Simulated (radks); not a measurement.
The numbers below are computed, except where a source is named.
All-electron atom: Hf2+ in [Xe] 4f14 5d1 5f1 (not the ground configuration).

Code: a radial shooting solver on a logarithmic mesh with Libxc functionals. Model: scalar-relativistic Kohn-Sham, SCAN, spin-unpolarised, spherical densities, finite nucleus; meta-GGA in the generalised Kohn-Sham scheme; Fermi nuclear charge, rms radius 5.347 fm.

Energy parts (eV):
part                       energy
total                  -410268.47
kinetic                 449409.97
electron-nucleus      -1010493.54
Hartree                 159201.86
exchange-correlation     -8386.76

Orbitals (lengths in bohr, moments of r in powers of bohr; r(90%) holds 90 % of the orbital's charge):
\begin{tabular}{lrrrrrr}
orbital & occ. & eigenvalue (eV) & <1/r> & r(90%) & <r> & <r^2> \\ \hline
1s & 2 & -65374.46 & 83.79 & 0.0345 & 0.01899 & 0.0004952 \\
2s & 2 & -11224.13 & 19.59 & 0.125 & 0.08034 & 0.007635 \\
2p & 6 & -9854.990 & 17.85 & 0.117 & 0.07172 & 0.006284 \\
3s & 2 & -2585.626 & 7.253 & 0.306 & 0.2084 & 0.04965 \\
3p & 6 & -2173.902 & 6.717 & 0.312 & 0.2084 & 0.05035 \\
3d & 10 & -1685.986 & 6.346 & 0.294 & 0.1891 & 0.04192 \\
4s & 2 & -543.6996 & 3.063 & 0.671 & 0.4681 & 0.2473 \\
4p & 6 & -408.0120 & 2.791 & 0.723 & 0.4973 & 0.2813 \\
4d & 10 & -232.1030 & 2.475 & 0.804 & 0.5352 & 0.3323 \\
5s & 2 & -90.0336 & 1.175 & 1.63 & 1.130 & 1.435 \\
5p & 6 & -57.7845 & 0.9864 & 1.93 & 1.322 & 1.979 \\
4f & 14 & -39.1608 & 1.921 & 1.14 & 0.6726 & 0.5818 \\
5d & 1 & -21.7208 & 0.6561 & 3.00 & 1.954 & 4.448 \\
5f & 1 & -6.1004 & 0.2048 & 8.36 & 5.711 & 36.63 \\
\end{tabular}

The highest occupied level is 5f at -6.100 eV. Summed over all electrons, <r^2> = 70.35 bohr^2, which gives a Langevin (diamagnetic) susceptibility term of -55.7 x 10^-6 cm^3/mol.
